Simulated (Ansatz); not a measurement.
A nudged elastic band was laid between two geometries of FH7OSSi3 (13 atoms, charge 0, multiplicity 1).

Theory: Ansatz, RKS PBE-D4/def2-SVP.

```yaml
movable_images: 5
climbing_image: yes
spring: 5.0 eV/Å²
optimiser: quadratic models (default)
start_path: IDPP
force_threshold: 0.03 eV/Å
iteration_limit: 60
end_points: relaxed
```

First end point:

```xyz
13
Properties=species:S:1:pos:R:3
O -2.195 1.472 -0.029
Si -0.911 0.415 0.004
F -1.144 -0.751 1.150
Si -0.711 -0.606 -2.089
S 0.884 1.468 0.586
Si 1.879 -0.151 1.644
H -2.253 2.087 0.726
H -1.961 -1.356 -2.459
H -0.426 0.448 -3.121
H 0.445 -1.566 -2.028
H 1.818 -1.422 0.846
H 1.292 -0.372 3.007
H 3.305 0.300 1.777
```

Last end point:

```xyz
13
Properties=species:S:1:pos:R:3
O -1.905 0.948 0.171
Si -0.998 -0.320 0.765
F -1.841 -1.122 1.922
Si -0.546 -1.738 -1.042
S 0.760 0.345 1.835
Si 1.789 1.383 0.227
H -2.051 1.688 0.789
H -1.816 -2.166 -1.723
H 0.326 -1.004 -2.025
H 0.193 -2.947 -0.540
H 0.811 2.157 -0.611
H 2.545 0.427 -0.653
H 2.754 2.315 0.898
```

What changes between the two ends?

No bond is made or broken. The dihedral F3–Si2–S5–Si6 goes from 28 to -180°.

Give the energies along the band, and the barrier.

The forces met the threshold. The highest image is number 4 of 0 to 6, 2.6 kcal/mol above the first end and 1.4 kcal/mol above the last; the last end lies 1.2 kcal/mol above the first. A vibrational analysis at the climbing image gives one clearly imaginary mode, 58i cm⁻¹: a first-order saddle point.

```tsv
image	path coordinate (Å)	energy (kcal/mol)	dihedral F3–Si2–S5–Si6 (°)
0	0.00	0.0	28
1	1.27	0.8	46
2	2.54	1.4	64
3	3.81	2.1	93
4	5.08	2.6	125
5	6.55	1.7	155
6	8.02	1.2	-180
```

What is the geometry of the highest image?


```xyz
13
Properties=species:S:1:pos:R:3:forces:R:3
O -1.919 1.634 -0.638 0.00 0.00 0.00
Si -1.186 0.521 0.363 -0.01 0.00 0.00
F -2.253 0.076 1.531 0.00 0.00 0.00
Si -0.777 -1.364 -0.977 0.00 0.00 0.00
S 0.458 1.442 1.434 0.00 0.00 0.00
Si 2.143 0.288 0.713 0.00 0.00 0.00
H -1.975 2.549 -0.305 0.00 0.00 0.00
H -2.113 -1.921 -1.385 0.00 0.00 0.00
H 0.008 -0.985 -2.201 0.00 0.00 0.00
H -0.020 -2.405 -0.200 0.00 0.00 0.00
H 2.161 0.212 -0.789 0.00 0.00 0.00
H 2.138 -1.108 1.268 0.00 0.00 0.00
H 3.355 1.025 1.201 0.00 0.00 0.00
```

What are the harmonic wavenumbers there?

58i, 17, 109, 115, 127, 156, 171, 226, 253, 290, 391, 487, 502, 508, 531, 604, 622, 768, 810, 855, 887, 893, 897, 899, 918, 922, 2163, 2167, 2174, 2182, 2187, 2196, 3743 cm⁻¹.

Time of the run: 3.6 min on 2 threads of AMD EPYC 7R13 Processor (Zen 3), with other jobs on the host, peak memory 0.21 GiB.
